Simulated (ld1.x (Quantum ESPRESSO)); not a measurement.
## u(r) = r·R(r): atom against pseudo-atom (osmium (Os))

Columns: radius, all-electron u(r) and pseudo u(r) of the 5d shell (level -5.51 eV) of osmium in the configuration [Kr] 4d10 4f14 5s2 5p6 5d6.5 6s1.5 6p0; PW91, scalar-relativistic, RRKJ scheme, ld1.x (Quantum ESPRESSO) 7.5.

| r (bohr) | all-electron | pseudo |
| --- | --- | --- |
| 0.105 | 0.2403 | 0.0019 |
| 0.210 | -0.0247 | 0.0145 |
| 0.315 | -0.3222 | 0.0464 |
| 0.420 | -0.3376 | 0.1023 |
| 0.525 | -0.1672 | 0.1821 |
| 0.630 | 0.0637 | 0.2812 |
| 0.735 | 0.2845 | 0.3913 |
| 0.840 | 0.4664 | 0.5025 |
| 0.945 | 0.6028 | 0.6045 |
| 1.050 | 0.6967 | 0.6892 |
| 1.155 | 0.7549 | 0.7514 |
| 1.260 | 0.7848 | 0.7892 |
| 1.365 | 0.7934 | 0.8039 |
| 1.470 | 0.7865 | 0.7992 |
| 1.575 | 0.7687 | 0.7801 |
| 1.680 | 0.7436 | 0.7516 |
| 1.785 | 0.7136 | 0.7180 |
| 1.890 | 0.6809 | 0.6825 |
| 1.995 | 0.6467 | 0.6470 |
| 2.100 | 0.6122 | 0.6122 |
| 2.205 | 0.5779 | 0.5779 |
| 2.310 | 0.5443 | 0.5443 |
| 2.415 | 0.5118 | 0.5118 |
| 2.520 | 0.4807 | 0.4807 |
| 2.625 | 0.4509 | 0.4509 |
| 2.730 | 0.4225 | 0.4225 |

Task: How many radial nodes do the two functions have?

Result: The all-electron 5d function has n − l − 1 = 2; the pseudo-wave has 0, since the states of the same l below it are removed with the core.

Task: At about which radius was the pseudo-wave matched?

Result: 2.10 bohr, where the columns begin to agree (steps of 0.10 bohr).

Task: Is the pseudo-wave norm-conserving?

Result: Yes: the RRKJ scheme keeps the norm inside the radius equal to the all-electron one, which fixes the energy derivative of the logarithmic derivative at the level.
